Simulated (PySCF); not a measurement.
Atoms are numbered as in `[CH:1]#[C:2]/[CH:3]=[CH:4]\[CH:5]([CH3:6])[CH3:7]`; H(Xn) means a hydrogen on atom n.

Geometry: GFN2-xTB; GIAO absolute shieldings from PySCF, gas phase, non-relativistic, averaged over equivalent atoms.

At LDA/6-31G-J (124 basis functions, 28 s wall time on 1 thread of an Intel Xeon Platinum 8488C, shared host):
```csv
atoms,σ (ppm)
C4,25.6
C3,77.9
C1,99.0
C2,102.2
C5,153.1
C6/C7,163.8
H(C4),26.04
H(C3),26.76
H(C5),28.83
H(C1),29.81
H(C6)/H(C7),31.27
```

Question: Estimate the result of repeating the calculation with PBE0/6-31G-J.

Answer: 
```csv
atoms,σ at PBE0/6-31G-J,change
C4,32.3,+6.7
C3,82.0,+4.1
C1,105.3,+6.3
C2,111.5,+9.3
C5,159.9,+6.8
C6/C7,168.7,+4.9
H(C4),26.67,+0.63
H(C3),27.35,+0.59
H(C5),29.60,+0.77
H(C1),30.13,+0.32
H(C6)/H(C7),31.82,+0.55
```

The largest change is at C2 (alkyne carbon). Cost: 124 basis functions, 14 s wall time on 1 thread of an Intel Xeon Platinum 8488C, shared host. The order of the carbon signals is the same at both levels.
